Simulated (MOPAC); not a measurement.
Input file for MOPAC: PM7 on Ge2H8 (a complex).

```
PM7 1SCF PRECISE CHARGE=0 THREADS=1
Ge2H8

Ge     0.10619029 1     0.02771487 1     0.00369920 1
H     -0.24516692 1     1.45435130 1     0.44958240 1
H     -1.00348359 1    -0.93383224 1     0.45258827 1
H      1.43439169 1    -0.39354651 1     0.64888922 1
H      0.23962156 1    -0.01694436 1    -1.52573326 1
Ge    -0.10624298 1    -0.02775185 1     4.09629202 1
H      0.30290486 1    -1.43114426 1     3.62678277 1
H     -1.44802948 1     0.35202098 1     3.45346545 1
H      0.96587978 1     0.98481543 1     3.66860714 1
H     -0.24621391 1    -0.01563516 1     5.62574801 1
```

The log:

```
*******************************************************************************
 **                                                                           **
 **                              MOPAC v23.2.5                                **
 **                                                                           **
 *******************************************************************************
 ** MOPAC's Digital Object Identifier: https://doi.org/10.5281/zenodo.6511958 **
 **                                                                           **
 ** Please cite the open-source release paper for use of this MOPAC version:  **
 ** J. E. Moussa and J. J. P. Stewart (2026)                                  **
 ** MOPAC: An open-source semiempirical molecular orbital program             **
 ** J. Open Source Softw., 11(119), 8025, https://doi.org/10.21105/joss.08025 **
 *******************************************************************************

                              PM7 CALCULATION RESULTS

 *******************************************************************************
 *  PM7        - The PM7 Hamiltonian to be used
 *
 *
 *
 *                 CHARGE ON SYSTEM = 0
 *
 *
 *
 *  PRECISE    - TIGHTER CRITERIA TO BE USED
 *  1SCF       - DO 1 SCF AND THEN STOP
 *  THREADS=1  - MULTI-THREADING NOT USED
 *  T=         - A TIME OF 172800.0 SECONDS REQUESTED
 *  DUMP=N     - RESTART FILE WRITTEN EVERY 7200.0 SECONDS REQUESTED
 *******************************************************************************
PM7 1SCF PRECISE CHARGE=0 THREADS=1
 Ge2H8

   ATOM   CHEMICAL          X               Y               Z
  NUMBER   SYMBOL      (ANGSTROMS)     (ANGSTROMS)     (ANGSTROMS)

     1      Ge          0.10619029  *   0.02771487  *   0.00369920  *
     2       H         -0.24516692  *   1.45435130  *   0.44958240  *
     3       H         -1.00348359  *  -0.93383224  *   0.45258827  *
     4       H          1.43439169  *  -0.39354651  *   0.64888922  *
     5       H          0.23962156  *  -0.01694436  *  -1.52573326  *
     6      Ge         -0.10624298  *  -0.02775185  *   4.09629202  *
     7       H          0.30290486  *  -1.43114426  *   3.62678277  *
     8       H         -1.44802948  *   0.35202098  *   3.45346545  *
     9       H          0.96587978  *   0.98481543  *   3.66860714  *
    10       H         -0.24621391  *  -0.01563516  *   5.62574801  *



          CARTESIAN COORDINATES

    NO.       ATOM           X           Y           Z

     1        Ge          0.1062      0.0277      0.0037
     2         H         -0.2452      1.4544      0.4496
     3         H         -1.0035     -0.9338      0.4526
     4         H          1.4344     -0.3935      0.6489
     5         H          0.2396     -0.0169     -1.5257
     6        Ge         -0.1062     -0.0278      4.0963
     7         H          0.3029     -1.4311      3.6268
     8         H         -1.4480      0.3520      3.4535
     9         H          0.9659      0.9848      3.6686
    10         H         -0.2462     -0.0156      5.6257

 General Reference for PM7:
 "Optimization of Parameters for Semiempirical Methods VI: More Modifications to the
 NDDO Approximations and Re-optimization of Parameters", J. J. P. Stewart, J. Mol. Mod., 1:32, 19 (2013)
 https://link.springer.com/article/10.1007/s00894-012-1667-x

           Empirical Formula: H8 Ge2  =    10 atoms



      MOLECULAR POINT GROUP   :   C2h


      RHF CALCULATION, NO. OF DOUBLY OCCUPIED LEVELS = 8


 -------------------------------------------------------------------------------
 PM7 1SCF PRECISE CHARGE=0 THREADS=1
 Ge2H8



     1SCF WAS SPECIFIED, SO BFGS WAS NOT USED
     SCF FIELD WAS ACHIEVED


                              PM7 CALCULATION
                                                       MOPAC v23.2.5 Linux




          FINAL HEAT OF FORMATION =         49.23681 KCAL/MOL =     206.00680 KJ/MOL


          COSMO AREA              =        141.81 SQUARE ANGSTROMS
          COSMO VOLUME            =        134.77 CUBIC ANGSTROMS

          IONIZATION POTENTIAL    =         11.696349 EV
          HOMO LUMO ENERGIES (EV) =        -11.696  1.132
          NO. OF FILLED LEVELS    =          8
          MOLECULAR WEIGHT        =        153.2432         POINT GROUP:  C2h

          MOLECULAR DIMENSIONS (Angstroms)

            Atom       Atom       Distance
            H    10    H     5     7.16796
            H     7    H     2     2.98501
            H     3    H     9     2.60020


          SCF CALCULATIONS        =          1





   ATOM   CHEMICAL          X               Y               Z
  NUMBER   SYMBOL      (ANGSTROMS)     (ANGSTROMS)     (ANGSTROMS)

     1      Ge          0.10619029  *   0.02771487  *   0.00369920  *
     2       H         -0.24516692  *   1.45435130  *   0.44958240  *
     3       H         -1.00348359  *  -0.93383224  *   0.45258827  *
     4       H          1.43439169  *  -0.39354651  *   0.64888922  *
     5       H          0.23962156  *  -0.01694436  *  -1.52573326  *
     6      Ge         -0.10624298  *  -0.02775185  *   4.09629202  *
     7       H          0.30290486  *  -1.43114426  *   3.62678277  *
     8       H         -1.44802948  *   0.35202098  *   3.45346545  *
     9       H          0.96587978  *   0.98481543  *   3.66860714  *
    10       H         -0.24621391  *  -0.01563516  *   5.62574801  *

                             CARTESIAN COORDINATES

   1   Ge        0.106190290     0.027714870     0.003699200
   2    H       -0.245166920     1.454351300     0.449582400
   3    H       -1.003483590    -0.933832240     0.452588270
   4    H        1.434391690    -0.393546510     0.648889220
   5    H        0.239621560    -0.016944360    -1.525733260
   6   Ge       -0.106242980    -0.027751850     4.096292020
   7    H        0.302904860    -1.431144260     3.626782770
   8    H       -1.448029480     0.352020980     3.453465450
   9    H        0.965879780     0.984815430     3.668607140
  10    H       -0.246213910    -0.015635160     5.625748010


           Empirical Formula: H8 Ge2  =    10 atoms



      MOLECULAR POINT GROUP   :   C2h


                  EIGENVALUES
 -17.84840 -17.60059 -12.31322 -12.16121 -12.13970 -11.87119 -11.84678 -11.69635
   1.13232   1.13558   1.15439   1.20304   1.20582   1.20827   4.83917   4.87969


              NET ATOMIC CHARGES AND DIPOLE CONTRIBUTIONS

  ATOM NO.   TYPE          CHARGE      No. of ELECS.   s-Pop       p-Pop
    1         Ge          -0.295055        4.2951     0.97752     3.31753
    2          H           0.072719        0.9273     0.92728
    3          H           0.072581        0.9274     0.92742
    4          H           0.072628        0.9274     0.92737
    5          H           0.077128        0.9229     0.92287
    6         Ge          -0.295051        4.2951     0.97752     3.31753
    7          H           0.072607        0.9274     0.92739
    8          H           0.072631        0.9274     0.92737
    9          H           0.072681        0.9273     0.92732
   10          H           0.077130        0.9229     0.92287
 DIPOLE           X         Y         Z       TOTAL
 POINT-CHG.     0.000     0.001     0.000     0.001
 HYBRID        -0.000    -0.000    -0.000     0.000
 SUM            0.000     0.001    -0.000     0.001


          ATOMIC ORBITAL ELECTRON POPULATIONS

     Atom    s        px        py        pz
    1 Ge   0.97752   1.10421   1.10422   1.10910
    2  H   0.92728
    3  H   0.92742
    4  H   0.92737
    5  H   0.92287
    6 Ge   0.97752   1.10428   1.10414   1.10910
    7  H   0.92739
    8  H   0.92737
    9  H   0.92732
   10  H   0.92287

 **********************
 *                    *
 * JOB ENDED NORMALLY *
 *                    *
 **********************




 == MOPAC DONE ==
```

The run finished.

Cost: very roughly 0.020 core-seconds.
